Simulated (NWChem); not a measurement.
Molecule: CH₆OSi₂; SMILES [SiH2](C=O)[SiH3]

```xyz
10

O      0.8043    -2.2779    -0.3229
C      0.1427    -1.6480     0.4619
Si    -0.9092    -0.1135    -0.0814
Si     0.4734     1.7849     0.0003
H      0.1447    -1.9254     1.5545
H     -2.0571     0.0549     0.8645
H     -1.4111    -0.3453    -1.4675
H     -0.2985     3.0024    -0.3942
H      1.6262     1.6038    -0.9317
H      0.9917     1.9673     1.3908
```
Atoms are numbered in this order, from 1.

Computed with NWChem. Coordinates come from a PBE0/def2-SVP optimisation. Vzz is the largest principal value of the second derivative of the potential at the nucleus (NWChem prints the opposite sign); η is the asymmetry. Non-relativistic.

```
level            Vzz O1 (a.u.)  η O1  relative time
---------------  -------------  ----  -------------
PBE/cc-pVTZ             -1.949  0.67              7
PBE/def2-TZVP           -1.934  0.67              3
B3LYP/def2-TZVP         -2.043  0.70              3
B3LYP/def2-SVP          -2.050  0.62              1
```

Relative times are rough (shared machine, one core).
